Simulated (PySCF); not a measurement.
These are PBE-D3(BJ)/def2-TZVP // BP86-D3(BJ)/def2-SVP run with PySCF 2.14.0 values and carry that method's errors. All species are isolated molecules in the gas phase. One relaxed conformer stands for a flexible species; it need not be the lowest. 

Reference species: [W(NH2)6] (neutral, multiplicity 1).

- LUMO: -1.93 eV
- charge on the central atom (Mulliken): 1.08 e

Changed species: [W(F)2(NH2)4] (4 of 6 F replaced by NH2; the reference has 6 of 6 F replaced by NH2).

Q: Give the shifts of the LUMO and charge on the central atom (Mulliken).

A: the LUMO drops by 0.88 eV, to -2.81 eV; the charge on the central atom (Mulliken) increases by 0.08 e, to 1.16 e.
